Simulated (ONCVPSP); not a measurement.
## Transferability test, ONCV potential for ruthenium (Ru)

| Quantity | Value |
| --- | --- |
| Element | ruthenium (Ru) |
| Generator | ONCVPSP 4.0.1 |
| Type | optimised norm-conserving Vanderbilt (ONCV) |
| Functional | PBE |
| Relativity | non-relativistic |
| Frozen core | [Ar] 3d10 |
| Valence charge | 16 |
| Reference configuration | 4s2 4p6 4d5 (charge +3) |
| Partial waves | 4s: rc 1.25 bohr, ncon 4, nbas 7, qcut 6.7 1/bohr, 3 projectors, debl 2.6 Ha; 4p: rc 1.30 bohr, ncon 3, nbas 5, qcut 5.2 1/bohr, 1 projector; 4d: rc 1.55 bohr, ncon 3, nbas 7, qcut 5.4 1/bohr, 2 projectors, debl 2.7 Ha |
| Local potential | polynomial inside 1.20 bohr (lpopt 5, dvloc0 1 Ha) |
| Core correction | Teter function, parameters optimised by the program |

In the s channel the program set the typed energies aside and used -3.903, 0.250, 2.850 Ha.

Energies are relative to the spin-unpolarised reference configuration 4s2 4p6 4d5; without spin polarisation the order of configurations can differ from experiment.

| valence configuration | charge | ΔE all-electron (eV) | error AE − PS (meV) |
| --- | --- | --- | --- |
| 4s2 4p6 4d7 5s1 | 0 | -56.294 | +23 |
| 4s2 4p6 4d6 | +2 | -31.016 | +15 |
| 4s2 4p6 4d7 5p1 | 0 | -53.196 | +53 |

What are ΔE and the potential's error for 4s2 4p6 4d7?

ΔE = -49.456 eV all-electron; the error (AE − PS) is +29 meV.

Levels in the configuration 4s2 4p6 4d7 5s1:

| level | all-electron (eV) | pseudo (eV) |
| --- | --- | --- |
| 4s | -71.496 | -71.523 |
| 4p | -45.269 | -45.278 |
| 4d | -5.525 | -5.532 |
| 5s | -3.898 | -3.893 |
